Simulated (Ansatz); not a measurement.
A run for Ansatz (a first-principles code): R-r2SCAN/def2-TZVPPD on ClH3Si (SMILES [SiH3]Cl) with ghost functions, monomers drawn apart or pushed together. Files ending in .json are basis or fitting sets from the Basis Set Exchange.

Ansatz 0.2 input:
```yaml
crystal:
  periodic: [false, false, false]
  atoms:
    - {symbol: Si, position_ang: [-0.43232637, -0.90308853, 3.68867044]}
    - {symbol: Cl, position_ang: [0.95096866, 0.65268356, 3.60851234]}
    - {symbol: H, position_ang: [-0.69496300, -1.14652117, 5.12205739]}
    - {symbol: H, position_ang: [0.16959710, -2.09911153, 3.07563715]}
    - {symbol: H, position_ang: [-1.66257735, -0.48007136, 3.00249602]}
basis:
  gaussian:
    orbitals: def2-TZVPPD.json
    ghost_atoms:
      - {symbol: O, position_ang: [0.09649005, -0.38124144, 0.07613971]}
      - {symbol: H, position_ang: [0.78542324, -0.95395377, -0.27665189]}
      - {symbol: H, position_ang: [0.56608962, 0.32634946, 0.53390192]}
hamiltonian:
  xc: {name: r2SCAN}
scf: {lower_state_search: off}
```

The head of its log:

```
WARN ansatz: RAYON_NUM_THREADS=2 ignored (pool sized by the plan → 2); use --threads N
Functional definition: r2SCAN
these checks for a lower state are left out or cut short: stability, starts, cluster_reference, orbital_swaps, neighbouring_geometries, increment
integrals: 0.14 GiB planned
1092 factors; their error is unknown
mean field: 0.96 GiB planned
mean field evaluation 1: about -20448.7635 eV, gradient 1.4e1 eV
mean field evaluation 2: about -20449.0724 eV, gradient 1.0e1 eV
```

**Question.** What total energy does the run end on?

**Answer.** -751.4975 hartree.
